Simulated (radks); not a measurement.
Spin polarisation of the 3d1 shell in the scandium ion Sc+. Start: [Ar] 3d(up 0.5, down 0.5) 4s(up 0.5, down 0.5); electrons of 3d are moved from spin down to spin up, other shells keep equal spins. Method: non-relativistic Kohn-Sham, TPSS, spin-polarised, spherical densities, point nucleus; meta-GGA in the generalised Kohn-Sham scheme; computed with a radial shooting solver on a logarithmic mesh with Libxc functionals. Estimate the energy gained and the exchange splitting at a moment of 1 Bohr magnetons.

Answer. At moment 1 the spin-polarisation energy is -0.211 eV and the 3d exchange splitting 0.840 eV, that is 0.840 eV per Bohr magneton; E = -I m^2/4 would give I = 0.842 eV.
